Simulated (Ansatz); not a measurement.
Cost and result for the atomization energy of ClH6InO2Si2 (`[SiH3][O][In]([Cl])[O][SiH3]`) (12 atoms, 11 bonds).

Cartesian coordinates in Å:
```
Si 2.165 -0.940 -1.523
O 0.939 -0.380 -0.593
In -1.003 -0.221 -0.763
Cl -2.120 -0.923 -2.636
O -1.956 0.565 0.745
Si -1.517 1.168 2.204
H 2.321 -0.117 -2.755
H 3.419 -0.874 -0.730
H 1.923 -2.351 -1.938
H -0.589 2.323 2.051
H -0.836 0.132 3.030
H -2.746 1.619 2.906
```

The species carries charge 0 and has multiplicity 1. Correlated methods include outer-core shells of In, which these sets cover unevenly. In takes the def2 core potential. Geometry: relaxed with PBE0-D4/def2-TZVP. It is one conformer, not always the lowest. Program: Ansatz. Hardware: A = 2 threads of a server CPU on a shared host; B = 2 threads of an AMD EPYC 7R13 on a shared host and a share of an NVIDIA H100 80 GB. Times are those of one run each, without the atoms' runs, and a repeat can differ threefold. Electronic energies, without spin–orbit coupling; frozen cores. CCSD(T)/CBS adds CCSD(T) − MP2 in def2-TZVPP to the MP2 limit, and its time is that of the two runs behind it. T1 = 0.015. With those shells the extrapolation isn't a true limit. HSE06 is the plane-wave form, built on full-range PBE exchange.

CCSD(T)/CBS is a level of theory with its own doubt, some kJ/mol a heavy atom from the limit and from the frozen cores, so smaller differences don't rank the functionals.

| level | functions | wall time |
| --- | --- | --- |
| CCSD(T)/def2-SVP [B] | 138 | 3.5 s |
| MP2/def2-QZVPP [B] | 586 | 8 s |
| revPBE-D4/def2-TZVPP [A] | 322 | 8.5 s |
| CCSD(T)/def2-TZVPP [B] | 322 | 13 s |
| BHLYP-D4/def2-TZVPP [A] | 322 | 16 s |
| PBE-D4/def2-TZVPP (with forces) [A] | 322 | 17 s |
| HSE06-D4/def2-TZVPP [A] | 322 | 21 s |
| CCSD(T)/CBS(def2) | – | 21 s |
| r2SCAN-D4/def2-TZVPP (with forces) [A] | 322 | 25 s |
| B97M-V/def2-TZVPP [A] | 322 | 31 s |
| ωB97M-V/def2-TZVPP (with forces) [A] | 322 | 50 s |
| PBE-QIDH/def2-TZVPP [A] | 322 | 53 s |
| B2PLYP/def2-TZVPP [A] | 322 | 56 s |

What atomization energy does each give, and how far from CCSD(T)/CBS? (Estimate.)

The calculation gave: 
```tsv
level	atomization (kcal/mol)	difference from CCSD(T)/CBS	per bond
CCSD(T)/def2-SVP [B]	842.7	-79.5	-7.2
MP2/def2-QZVPP [B]	925.0	2.8	0.3
revPBE-D4/def2-TZVPP [A]	882.5	-39.7	-3.6
CCSD(T)/def2-TZVPP [B]	891.7	-30.5	-2.8
BHLYP-D4/def2-TZVPP [A]	884.3	-37.9	-3.4
PBE-D4/def2-TZVPP (with forces) [A]	905.1	-17.1	-1.6
HSE06-D4/def2-TZVPP [A]	893.9	-28.3	-2.6
CCSD(T)/CBS(def2)	922.2	0.0	0.0
r2SCAN-D4/def2-TZVPP (with forces) [A]	912.3	-9.9	-0.9
B97M-V/def2-TZVPP [A]	916.3	-5.9	-0.5
ωB97M-V/def2-TZVPP (with forces) [A]	914.1	-8.1	-0.7
PBE-QIDH/def2-TZVPP [A]	899.0	-23.2	-2.1
B2PLYP/def2-TZVPP [A]	897.7	-24.5	-2.2
```

The D4 term adds +11.6 kcal/mol with B3LYP and +6.2 kcal/mol with PBE0; it sums over pairs of atoms, weighted by their polarisabilities, and B3LYP, whose exchange is more repulsive, gets the larger term. In def2-TZVPP, CCSD(T) changes the Hartree–Fock value by +226.0 kcal/mol (the triples alone add +13.7 kcal/mol) and MP2 by +240.7 kcal/mol; breaking electron pairs costs correlation energy, which Hartree–Fock lacks. From r2SCAN to r2SCAN0 (25 % exact exchange), in def2-TZVPP and without D4, the atomization energy moves by −17.0 kcal/mol: exact exchange takes away binding that semilocal exchange gives to molecules.

B3LYP here is the variant with VWN-RPA as its local correlation; programs differ in this.

Spin–orbit coupling would lower the free In atoms strongly, and the atomization energy with them, by more than many differences here.
